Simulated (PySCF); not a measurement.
ScCl2, SMILES [Cl][Sc+][Cl], charge +1.

Geometry: B3LYP-D3(BJ)/def2-TZVP. The spin state was assumed, not searched. The isomer is the one that the SMILES or the coordinates give; other isomers of the formula were not compared.

Level of theory: B3LYP/def2-TZVPD (PySCF).

Symmetry labels are those of the subgroup C2v that the program uses (full group C2v).

Problem. List the valence orbital energies around the gap with their symmetry. (An estimate is asked for; the answer gives what the named calculation found.)

Solution. 
| orbital | symmetry | energy (eV) |
|---|---|---|
| HOMO−7 | A1 | -27.27 |
| HOMO−6 | B2 | -27.10 |
| HOMO−5 | A1 | -15.57 |
| HOMO−4 | B2 | -15.29 |
| HOMO−3 | A1 | -14.81 |
| HOMO−2 | A2 | -14.68 |
| HOMO−1 | B1 | -14.57 |
| HOMO | B2 | -14.19 |
| LUMO | A1 | -9.16 |
| LUMO+1 | B1 | -9.01 |
| LUMO+2 | A1 | -8.73 |
| LUMO+3 | A2 | -8.52 |
